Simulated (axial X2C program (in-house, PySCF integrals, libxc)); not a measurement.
Low determinants of Gd⁺

Calculated with an in-house all-electron X2C program for linear molecules (integrals from PySCF), basis dyall-v3z (cores contracted in-house), spin-free (one-electron X2C) and two-component (2c, atomic mean-field Coulomb and Gaunt terms). Energies in eV from the lowest row of each column (rows without correlated energies are left out; n/a marks j-coupled starts, which PBE0 does not hold); electrons by l are Mulliken totals of the Hartree–Fock solution, and PBE0 can relax to another configuration under the same block occupation. Coupled cluster uses truncated natural virtuals with an MP2 remainder. Frozen shells in the correlated columns: 4 s, 3 p, 2 d.

Spin-free determinants:

| electrons by l | M_S, M_L | HF | MP2 | PBE0 |
| --- | --- | --- | --- | --- |
| s11 p24 d21 f7 | 9/2, 2 | 0.04 | 0.00 | 0.11 |
| s11 p24 d21 f7 | 9/2, 1 | 0.05 | 0.02 | 0.04 |
| s11 p24 d21 f7 | 9/2, 0 | 0.00 | 0.02 | 0.00 |
| s12 p24 d20 f7 | 7/2, 0 | 0.94 | 0.32 | 0.68 |
| s11 p24 d21 f7 | 7/2, 1 | 0.65 | 0.54 | 0.71 |
| s10 p24 d22 f7 | 9/2, 0 | 0.69 | 0.76 | 0.65 |
| s11 p24 d20 f8 | 7/2, 0 | 4.37 | 1.54 | 0.59 |
| s11 p24 d20 f8 | 7/2, 1 | 4.42 | 1.57 | 0.62 |

Two-component determinants:

```json
{"electrons by l": "s11 p24 d21 f7", "2M_J": "5", "HF": "0.00", "MP2": "0.00", "PBE0": "0.02"}
{"electrons by l": "s11 p24 d21 f7", "2M_J": "7", "HF": "0.05", "MP2": "0.07", "PBE0": "0.00"}
{"electrons by l": "s11 p24 d21 f7", "2M_J": "9", "HF": "0.04", "MP2": "0.13", "PBE0": "0.02"}
{"electrons by l": "s11 p24 d21 f7", "2M_J": "11", "HF": "0.13", "MP2": "0.19", "PBE0": "0.12"}
{"electrons by l": "s11 p24 d21 f7", "2M_J": "13", "HF": "0.18", "MP2": "0.24", "PBE0": "0.26"}
{"electrons by l": "s10.4 p24 d21.6 f7", "2M_J": "3", "HF": "0.47", "MP2": "0.44", "PBE0": "n/a"}
{"electrons by l": "s11.1 p24 d20.9 f7", "2M_J": "7", "HF": "0.53", "MP2": "0.53", "PBE0": "0.44"}
{"electrons by l": "s10.7 p24 d21.3 f7", "2M_J": "9", "HF": "0.65", "MP2": "0.66", "PBE0": "0.66"}
```

Ground level as tabulated from the NIST Atomic Spectra Database (leading term): 2S+1 = 10, L = 2, J = 5/2.

Single determinants need not be terms or J levels, so several rows can belong to one term; PBE0 has no current term and treats spin collinearly, and Hartree–Fock breaks spherical symmetry, which spreads rows that should be degenerate. The search is wide but not exhaustive and can miss a configuration; gaps between s and d configurations can be off by some tenths of an eV with this basis and core.

The run took 3.5 min on 1 thread of Arm Neoverse V1, on a shared host.
